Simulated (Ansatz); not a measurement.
Abstraction of H: C2H8OSi + SiH(NH2)2 → C2H7OSi + SiH2(NH2)2

Species: C2H8OSi `CC[SiH2]O`, singlet; SiH(NH2)2, doublet; C2H7OSi `CC[SiH]O`, doublet; SiH2(NH2)2, singlet. A radical takes H: the energy is the difference in strength between two Si–H bonds in different surroundings.

Shapes, held fixed at every level: PBE0-D4/def2-TZVP. Flexible molecules stand in one conformer, not always the lowest. Programs: Ansatz 0.2.0. The zero-point and thermal change to 298 K, harmonic and unscaled (PBE0-D4/def2-TZVP), is +0.7 kJ/mol.

| level | kind | ΔH(298 K) (kJ/mol) | less CCSD(T)/CBS estimate | CPU time (sum over the molecules) |
| --- | --- | --- | --- | --- |
| MP2/def2-SVP | perturbation theory | -1.9 | -0.6 | – |
| B3LYP-D4/def2-TZVPP | global hybrid | +0.1 | +1.4 | 47 s |
| BHLYP-D4/def2-TZVPP | global hybrid | -1.0 | +0.3 | 36 s |
| PBE0-D4/def2-TZVPP | global hybrid | -0.4 | +0.9 | 34 s |
| r2SCAN0-D4/def2-TZVPP | global hybrid | -0.4 | +0.9 | 53 s |
| wB97M-V/def2-TZVPP | range-separated hybrid | -0.9 | +0.4 | 2 min |
| CCSD/def2-TZVPP | coupled cluster or CI | -1.4 | -0.1 | – |
| CCSD(T)/CBS estimate | coupled cluster or CI | -1.3 | 0.0 | 35 min |

The highest level, CCSD(T)/CBS estimate, gives ΔH(298 K) = -1.3 kJ/mol; the levels span -1.9 to +0.1. That is about zero within the method's error. They disagree on the sign: 1 of 8 are positive. The column of differences is taken from that level and isn't an error. No measured value is set beside it here. Open shells run unrestricted. The CBS estimate extrapolates MP2 from def2-TZVPP and def2-QZVPP and adds CCSD(T) − MP2 in the triple-zeta set, cores frozen. Times are processor times on shared x86 and Arm servers, and rough.
